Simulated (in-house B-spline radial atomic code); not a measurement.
Whole-atom quantities along the 56-electron series, configuration [Xe] 4f2. Computed with a B-spline radial code for spherical atoms: non-relativistic Hartree-Fock, average of the configuration, point nuclei.

This level leaves out relativity, spin-orbit splitting included, which matters for heavy ions.

| ion | Z | E/Z² (Eh) | Σ<r²> (bohr²) | n(0)/Z³ (bohr⁻³) | Lamb diamagnetic shielding (ppm) | repulsion over attraction |
| --- | --- | --- | --- | --- | --- | --- |
| Ce2+ | 58 | -2.5465 | 44.178 | 0.70875 | 6204.5 | 0.15491 |
| Pr3+ | 59 | -2.5624 | 39.016 | 0.70934 | 6341.36 | 0.15363 |
| Nd4+ | 60 | -2.578 | 34.991 | 0.70991 | 6477.74 | 0.15228 |
